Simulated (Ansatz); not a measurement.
`[CH3][Ga]([CH3])[SeH]` + `[BH2][AlH][OH]` → `[OH][AlH][BH][SeH]` + `[CH3][GaH][CH3]`  (formal exchange of groups at the Se–Ga bond)

Computed with Ansatz on PBE0-D4/def2-TZVP structures; ΔE is electronic, products minus reactants. CBS: MP2 limit from def2 TZ/QZ plus the TZ coupled-cluster correction, frozen cores. Functionals use def2-TZVPP. For Ga, Se outer-core shells are correlated without core-valence functions, which leaves a few kJ/mol of doubt a bond. Scalar relativity is left out up to krypton. One conformer a species, not always the lowest.

```tsv
species	revPBE-D4 energy (Eh)
`[CH3][Ga]([CH3])[SeH]`	-4406.57310
`[BH2][AlH][OH]`	-344.87707
`[OH][AlH][BH][SeH]`	-2746.29661
`[CH3][GaH][CH3]`	-2005.15346
```

Work out ΔE.

ΔE = (-2746.29661) + (-2005.15346) − (-4406.57310) − (-344.87707) = 0.00010 Eh = 0.00 eV. CCSD(T)/CBS gives +0.12 eV.

Largest T1 diagnostic among the species: 0.014.

From BLYP to BHLYP (50 % exact exchange), in def2-TZVPP and without D4, ΔE moves by +0.12 eV. At CCSD(T), def2-SVP lies −0.06 eV from the extrapolated value and def2-TZVPP −0.01 eV. Leaving LDA and LC-ωPBE aside and taking each functional with its dispersion term where it has one, the values, not all of them listed here, spread over 0.26 eV, from B97M-V to BHLYP-D4. LDA lies −0.14 eV from PBE without D4.
